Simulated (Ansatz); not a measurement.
Start from `[CH3][AlH][TeH]` and change one atom or group to get `[CH3][Al]([CH3])[TeH]`.

Ansatz, PBE0-D4/def2-TZVP geometries, multiplicity 1. 

Elements past krypton have def2 core potentials.

| property | `[CH3][AlH][TeH]` |
| --- | --- |
| HOMO energy (PBE0/def2-TZVPP) / eV | -6.69 |
| HOMO–LUMO gap (ωB97M-V/def2-TZVPP) / eV | 9.12 |
| HOMO energy (PBE/def2-TZVPP) / eV | -5.72 |
| HOMO energy (B3LYP/def2-TZVPP) / eV | -6.47 |
| HOMO energy (ωB97M-V/def2-TZVPP) / eV | -8.72 |
| LUMO energy (ωB97M-V/def2-TZVPP) / eV | 0.41 |

**Question.** Give the same properties after the change, and the shifts. (An estimate is asked.)

**Answer.** The calculation gave: 
```json
{"property": "HOMO energy (PBE0/def2-TZVPP) / eV", "`[CH3][Al]([CH3])[TeH]`": "-6.54", "shift": "0.15"}
{"property": "HOMO–LUMO gap (ωB97M-V/def2-TZVPP) / eV", "`[CH3][Al]([CH3])[TeH]`": "9.41", "shift": "0.29"}
{"property": "HOMO energy (PBE/def2-TZVPP) / eV", "`[CH3][Al]([CH3])[TeH]`": "-5.55", "shift": "0.17"}
{"property": "HOMO energy (B3LYP/def2-TZVPP) / eV", "`[CH3][Al]([CH3])[TeH]`": "-6.31", "shift": "0.16"}
{"property": "HOMO energy (ωB97M-V/def2-TZVPP) / eV", "`[CH3][Al]([CH3])[TeH]`": "-8.57", "shift": "0.15"}
{"property": "LUMO energy (ωB97M-V/def2-TZVPP) / eV", "`[CH3][Al]([CH3])[TeH]`": "0.84", "shift": "0.43"}
```

With PBE0 the HOMO rises by 0.15 eV and the LUMO rises by 0.44 eV, so the gap widens by about 0.29 eV. PBE moves the HOMO by 0.17 eV and ωB97M-V by 0.15 eV.

B3LYP here is the variant with VWN-RPA as its local correlation; programs differ in this.

Spin–orbit coupling is left out; it splits and shifts lone-pair levels of the heavy atoms by tenths of an eV.
